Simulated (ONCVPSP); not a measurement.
## zirconium: one change to an ONCV potential, before and after

zirconium, optimised norm-conserving Vanderbilt (ONCV), made with ONCVPSP 4.0.1 (PBEsol, fully relativistic). Core [Ar] 3d10, reference 4s2 4p6 4d2 5s1.5 (charge +0.5). Waves: 4s+5s: rc 2.20 bohr, ncon 3, nbas 6, qcut 5.2 1/bohr, 2 projectors; 4p: rc 2.30 bohr, ncon 5, nbas 8, qcut 6.9 1/bohr, 2 projectors, debl 3.6 Ha; 4d: rc 1.85 bohr, ncon 5, nbas 8, qcut 5.5 1/bohr, local. Local part: the d channel. Core correction: none.

Open shells are filled in proportion to 2j + 1.

Change: s: qcut 7.6; p: qcut 10.1; d: qcut 8.1.

Cutoffs: the cutoffs (Ha) at which the residual kinetic energy of the hardest occupied pseudo-wave falls to 1 and 0.1 mHa per electron; they do not see the model core or the augmentation charge, which bear on the density cutoff. Errors are all-electron minus pseudo energies relative to the spin-unpolarised reference configuration.

Predict the effect on cutoff, ghosts and configuration errors.

The potential gets neither clearly harder nor softer (15 Ha and 41 Ha → 21 Ha and 26 Ha); of the 4 tests that both files solve, the error grows in 0 and shrinks in 2 by more than 15 % and 0.3 meV (median size 1.4 → 0.8 meV); the range in which the s phases agree widens (upper end 3.3 → 4.7); neither file shows a bound ghost.

```csv
quantity,base,changed
"cutoff, loose",15 Ha,21 Ha
"cutoff, tight",41 Ha,26 Ha
loose cutoff by channel,"s 6.8 Ha, p 10 Ha, d 15 Ha","s 13 Ha, p 21 Ha, d 16 Ha"
bound ghosts,none,none
GHOST(+) flags under 300 eV,none,none
"largest miss of a reference level, eV",0.08,0.08
"error for 4s2 4p6 4d2 5s2, meV [ΔE -2.90 eV]",-0.2,-0.1
"error for 4s2 4p6 4d2 5s1, meV [ΔE 4.28 eV]",-0.2,-0.1
"error for 4s2 4p6 4d2 5s0, meV [ΔE 17.19 eV]",-4.0,-2.2
"error for 4s2 4p6 4d1 5s2, meV [ΔE 4.78 eV]",-2.6,-1.5
s: phases at 2.24 bohr within 0.05 rad from the reference energy up to (Ha; the scan ends near 5),3.3,4.7
p3/2: phases at 2.33 bohr within 0.05 rad from the reference energy up to (Ha; the scan ends near 5),to the end of the scan,4.9
p1/2: phases at 2.33 bohr within 0.05 rad from the reference energy up to (Ha; the scan ends near 5),to the end of the scan,to the end of the scan
d5/2: phases at 1.88 bohr within 0.05 rad from the reference energy up to (Ha; the scan ends near 5),3.2,3.0
d3/2: phases at 1.88 bohr within 0.05 rad from the reference energy up to (Ha; the scan ends near 5),2.9,3.4
```
